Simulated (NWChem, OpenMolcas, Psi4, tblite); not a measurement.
**SiH2Br2 (SMILES Br[SiH2]Br): methods side by side**

SiH2Br2: 5 atoms, total charge 0, spin state singlet. SMILES: `Br[SiH2]Br`. Geometry: relaxed at PBE0-D4/def2-TZVP.

Quantity: the dipole moment, in D. The values are calculated.

| level | kind | program | value (D) |
| --- | --- | --- | --- |
| IPEA1-xTB | semi-empirical | tblite | 1.52 |
| HF/def2-SVP | Hartree–Fock | OpenMolcas | 1.46 |
| SVWN5/def2-SVP | LDA | NWChem | 1.09 |
| BLYP/def2-SVP | GGA | OpenMolcas | 0.99 |
| M06-L/def2-SVP | meta-GGA | Psi4 | 1.13 |
| PBE0/def2-SVP | global hybrid | NWChem | 1.20 |
| wB97X-V/def2-SVP | range-separated hybrid | Psi4 | 1.26 |

All-electron rows without a relativistic Hamiltonian named are non-relativistic. The values span 0.99 to 1.52 D. Magnitudes only.
